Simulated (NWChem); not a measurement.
Molecule: C$_{4}$H$_{3}$F; SMILES C#CC(=C)F

Q: Give the equilibrium geometry at PBE-D3(BJ)/def2-SVP (NWChem) as an XYZ file, with the point group.

A: point group Cs; any orientation.
```
8

C      0.0553     2.1947     0.0000
C     -0.0023     0.9712     0.0000
C     -0.0566    -0.4556     0.0000
C     -1.1792    -1.2028     0.0000
F      1.1580    -1.0510     0.0000
H      0.1027     3.2750     0.0000
H     -2.1628    -0.7168     0.0000
H     -1.1114    -2.2997     0.0000
```
